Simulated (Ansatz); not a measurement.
Reaction: H2S2 (SMILES SS) → HS2 (SMILES [S]S, doublet) + H (doublet) (the H-S bond breaks)
Each species at its own B3LYP-D3(BJ)/def2-TZVP minimum (Ansatz, a first-principles code).

Total energies in hartree (Ansatz). UHF or UKS for unpaired electrons; spin-orbit terms are left out. Cores are frozen in correlated methods. No relativity. Where a partner has so few electrons that a lower coupled-cluster level is exact, that level stands in.

```tsv
species	HF/cc-pV(T+d)Z	CCSD(T)/cc-pV(T+d)Z	HF/cc-pV(Q+d)Z	CCSD(T)/cc-pV(Q+d)Z	CCSDT(Q)/cc-pV(T+d)Z
1: H2S2 (SMILES SS)	-796.26498	-796.67732	-796.27249	-796.71514	-796.67948
2: HS2 (SMILES [S]S, doublet)	-795.67319	-796.05483	-795.68065	-796.09110	-796.05738
3: H (doublet)	-0.49981	-0.49981	-0.49995	-0.49995	-0.49981
```

### Question
Work out the bond dissociation energy (electronic) in kJ/mol: take Hartree-Fock from cc-pV(Q+d)Z, extrapolate the CCSD(T) correlation energy as X^-3 (X = 3, 4), and add CCSDT(Q) - CCSD(T) in cc-pV(T+d)Z. 1 hartree = 2625.5 kJ/mol.

### Answer

Species 1: correlation (64·(-0.44265) - 27·(-0.41234))/37 = -0.46477; step -0.00216; E1 = -796.27249 + (-0.46477) + (-0.00216) = -796.73942
Species 2: correlation (64·(-0.41045) - 27·(-0.38164))/37 = -0.43147; step -0.00255; E2 = -795.68065 + (-0.43147) + (-0.00255) = -796.11467
Species 3: correlation (64·(0.00000) - 27·(0.00000))/37 = 0.00000; step +0.00000; E3 = -0.49995 + (0.00000) + (+0.00000) = -0.49995
-1·E1 +1·E2 +1·E3 = 0.12480 hartree = 327.7 kJ/mol.
